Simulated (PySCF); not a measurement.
Dy (dysprosium, neutral): B97-3 calculation

Configuration: [Xe] 4f10 5d2, one real determinant (an excited configuration). All numbers are calculated (PySCF 2.14, the spin-free X2C one-electron Hamiltonian (Gaussian nucleus), in x2c-TZVPPall (11s7p7d4f2g, 113 functions)).

```
Total energy                                                  : -12156.17 hartree
One-electron energy                                           : -16653.63 hartree
Hartree (Coulomb) energy                                      : 4764.34 hartree
Exchange-correlation energy                                   : -266.88 hartree
⟨S²⟩                                                          : 12.0034
⟨L²⟩                                                          : 46.536
Sum of ⟨r⟩                                                    : 43.91 bohr
Sum of ⟨r²⟩                                                   : 80.75 bohr²
Traceless quadrupole moment −½Σ⟨3z² − r²⟩ along its main axis : 0.204 e·bohr²
Langevin diamagnetic susceptibility                           : -64.0 ×10⁻⁶ cm³/mol
Time after the integrals                                      : about 26 core-seconds
```

| shell | electrons | mean orbital energy (eV) | spread (eV) | rms radius, mean of both spins (bohr) |
| --- | --- | --- | --- | --- |
| 1s α | 1 | -53648.6 | 0 | 0.0240 |
| 1s β | 1 | -53648.6 | 0 | 0.0240 |
| 2s α | 1 | -8967.4 | 0 | 0.0971 |
| 2s β | 1 | -8967.3 | 0 | 0.0971 |
| 2p α | 3 | -7970.6 | 0.004 | 0.0874 |
| 2p β | 3 | -7970.5 | 0.004 | 0.0874 |
| 3s α | 1 | -2009.9 | 0 | 0.250 |
| 3s β | 1 | -2008.1 | 0 | 0.250 |
| 3p α | 3 | -1701.1 | 0.021 | 0.251 |
| 3p β | 3 | -1699.1 | 0.015 | 0.251 |
| 3d α | 5 | -1296.1 | 0.215 | 0.230 |
| 3d β | 5 | -1294.3 | 0.094 | 0.230 |
| 4s α | 1 | -404.18 | 0 | 0.563 |
| 4s β | 1 | -399.90 | 0 | 0.563 |
| 4p α | 3 | -301.55 | 0.034 | 0.599 |
| 4p β | 3 | -297.10 | 0.020 | 0.599 |
| 4d α | 5 | -159.43 | 0.521 | 0.658 |
| 4d β | 5 | -154.34 | 0.375 | 0.658 |
| 5s α | 1 | -51.058 | 0 | 1.40 |
| 5s β | 1 | -48.803 | 0 | 1.40 |
| 5p α | 3 | -26.449 | 0.007 | 1.67 |
| 5p β | 3 | -24.556 | 0.019 | 1.67 |
| 4f α | 7 | -5.359 | 0.841 | 0.992 |
| 4f β | 3 | -2.570 | 0.092 | 0.992 |
| 5d α | 2 | -1.649 | 0.040 | 4.58 |

⟨L²⟩ = 46.54 against 90 for a pure M term, so this real determinant mixes terms. Spin-orbit coupling, absent here, splits the open shell strongly.

Densities and radii are taken from the X2C orbitals without a picture-change correction, which distorts them close to the nucleus.
